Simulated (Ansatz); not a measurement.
`[F][Hf]([F])([F])[Cl]` + ethylmethylamine → `CC[N](C)[Hf]([F])([F])[F]` + HCl at 400 K and 1 bar (ligand exchange at the Hf–Cl bond).

Isolated molecules relaxed with PBE0-D4/def2-TZVP in Ansatz; ΔE leaves out vibrations. CBS: MP2 limit from def2 TZ/QZ plus the TZ coupled-cluster correction, frozen cores. This one scheme is used for every species. def2 core potentials past Kr. For Hf outer-core shells are correlated without core-valence functions, which leaves a few kJ/mol of doubt a bond. One conformer a species, not always the lowest.

| species | CCSD(T)/CBS energy (Eh) | H − E (kJ/mol) | S (J/(mol·K)) |
| --- | --- | --- | --- |
| `[F][Hf]([F])([F])[Cl]` | -807.38599 | 48.5 | 379.4 |
| `CCNC` | -174.26710 | 345.0 | 331.8 |
| `CC[N](C)[Hf]([F])([F])[F]` | -521.23827 | 355.5 | 523.3 |
| HCl | -460.38127 | 29.6 | 195.4 |

H − E and S are ideal-gas, rigid-rotor, harmonic terms from PBE0-D4/def2-TZVP, for one conformer and one mirror image of each species. 1 Eh = 2625.50 kJ/mol, R = 8.31446 J/(mol·K).

Q: By hand: ΔE, ΔH, ΔS and ΔG.

A: ΔE = (-521.23827) + (-460.38127) − (-807.38599) − (-174.26710) = 0.03355 Eh = 88.1 kJ/mol. Δ(H − E) = 355.5 + 29.6 − 48.5 − 345.0 = -8.4, so ΔH = 79.7 kJ/mol. ΔS = 523.3 + 195.4 − 379.4 − 331.8 = 7.5 J/(mol·K). ΔG = 79.7 − 400 × (7.5)/1000 = 76.7 kJ/mol.

Q: By hand: the equilibrium constant, and the temperature at which ΔG would vanish if ΔH and ΔS stayed fixed.

A: log₁₀ K = −ΔG/(RT ln 10) = -10.0. ΔG = 0 at ΔH/ΔS = 10627 K, far beyond where these terms or the molecules hold.

The number of gas molecules stays the same, so ΔS is small and ΔH decides. A doubt of 5 kJ/mol in ΔE shifts log₁₀ K by 0.7 here. Other conformers and mirror images would add mixing entropy, several J/(mol·K) or more a flexible species. Modes under 60 cm⁻¹, often nearly free rotors, make the harmonic entropy too high. These are equilibria of isolated gas molecules and say nothing of rates. Largest T1 diagnostic: 0.016 (customary marks: 0.02 for closed shells, 0.045 for open ones).
